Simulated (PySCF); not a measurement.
Structure problem from calculated spectra and properties.

Formula: C3H6Cl2Si2.

| Quantity | Value |
| --- | --- |
| 13C NMR | chemical shifts (computed TMS as zero) by class: 117.0 (1 C), 113.8 (1 C), 72.3 (1 C) ppm [GIAO PBE0/pcSseg-1] |
| Dipole | 2.43 D [PBE0/pcSseg-1] |
| Rotational structure | rotational constants A, B, C: 2.610, 0.447, 0.398 GHz [GFN2-xTB] |
| 1H NMR | chemical shifts (computed TMS as zero) by class: 5.67 (1 H), 4.48 (2 H), 4.25 (3 H) ppm [GIAO PBE0/pcSseg-1] |
| NMR, other nuclei | isotropic shieldings of nuclei other than C and H, by class: 409 (1 Si), 447 (1 Si), 729 (2 Cl) ppm [GIAO PBE0/pcSseg-1] |

The electronic properties come from PySCF, for the isolated species, density fitting. Levels stand in brackets. One conformer (not necessarily the lowest) at the GFN2-xTB geometry, without solvent, vibrations or thermal averaging. Each NMR value is the plain mean over a class of atoms that symmetry, rotation or inversion makes alike.

Question: Give a SMILES that accounts for the data.

Answer: Numbering: `[SiH3:1][C:2]#[C:3][SiH2:4][CH:5]([Cl:6])[Cl:7]`. Its formula, C3H6Cl2Si2, gives 2 degrees of unsaturation: 0 rings and 2 π bonds in the structure found. 3 carbons fall into 3 classes; from least to most shielded: alkyne carbon [C2] (117.0 ppm), alkyne carbon [C3] (113.8 ppm), CHCl2 carbon [C5] (72.3 ppm). Hydrogen classes from least to most shielded: 1 H on a CHCl2 carbon, C5 (5.67 ppm), 2 H on an SiH2 silicon, Si4 (4.48 ppm), 3 H on an SiH3 silicon, Si1 (4.25 ppm). The other shieldings belong to: 409 ppm, SiH2 silicon [Si4]; 447 ppm, SiH3 silicon [Si1]; 729 ppm, alkyl chlorine [Cl6/Cl7]. The optimised geometry has point group C1 and is an asymmetric top. Structure: `[SiH3]C#C[SiH2]C(Cl)Cl`. The assignments are read from this structure; whether some other isomer fits the data as well wasn't checked. NMR values of atoms bound to several Cl lack the spin–orbit term that these neighbours bring.

The values belong to the conformer `[SiH3:1][C:2]#[C:3][SiH2:4][CH:5]([Cl:6])[Cl:7]`: C3–Si4–C5–Cl6 -63°.
